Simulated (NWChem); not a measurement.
# Ionisation of pentafluoroethane (C₂HF₅)

```xyz
8

F     -0.4238    -1.3888    -1.0920
C      0.2043    -0.9365     0.0000
F     -0.4238    -1.3888     1.0920
C      0.1574     0.5927     0.0000
F     -1.0901     1.0353     0.0000
F      0.7788     1.0571     1.0791
F      0.7788     1.0571    -1.0791
H      1.2519    -1.2847     0.0000
```
Charge 0, spin multiplicity 1.

The numbers come from NWChem runs, not from measurements. The geometry was optimised at PBE0/def2-SVP, a minimum by its harmonic frequencies.

Basis set: def2-SVP. The species with one electron less has spin multiplicity 2 and keeps the geometry of the parent. Δ marks differences of total energies (open shells unrestricted).

The correlated methods keep 7 core orbitals frozen. B3LYP has NWChem's definition, with VWN1-RPA local correlation. The stability of the SCF solutions was not checked.

One of these methods gave a first vertical ionisation energy of 11.97 eV. Which?
(A) evGW0@PBE
(B) ΔB3LYP
(C) ΔB2PLYP
(D) ΔBLYP

D, ΔBLYP. The others give 12.90 (ΔB3LYP), 13.08 (ΔB2PLYP), 12.65 (evGW0@PBE).
